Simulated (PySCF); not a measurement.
# Substituent effects on chemical shifts

Parent skeleton `[CH3:1][CH:2]=[C:3]([CH3:4])[CH2:5][CH3:6]`; one hydrogen on atom 2 is replaced by X. Hydrogens on one atom are averaged.

No solvent, one averaged value for each set of equivalent atoms, a single conformation, non-relativistic Hamiltonian. Geometry from GFN2-xTB; σ from GIAO-PBE0/pcSseg-1; PySCF.

References, each an isolated molecule treated in the same way: ¹³C (186.93 ppm), ¹H (31.72 ppm) vs TMS.

Problem. Order these by the shift of C3, most shielded first.
A. X = propynyl
B. X = C(S)CH3
C. X = CH=NMe
D. X = NMe2
E. X = nPr
F. X = COO-

Solution. F (125.1 ppm), E (137.9 ppm), D (140.8 ppm), C (151.3 ppm), A (152.9 ppm), B (168.3 ppm).

Problem. Order these by the shift of H(C1), most shielded first.
A. X = C(S)CH3
B. X = CH=NMe
C. X = NMe2
D. X = isopropenyl

Solution. C (1.56 ppm), B (1.71 ppm), D (1.90 ppm), A (2.06 ppm).

Problem. Order these by the shift of C4, most shielded first.
A. X = NMe2
B. X = CHCl2
C. X = isopropenyl
D. X = propynyl

Solution. A (19.2 ppm), C (21.5 ppm), B (23.7 ppm), D (25.8 ppm).
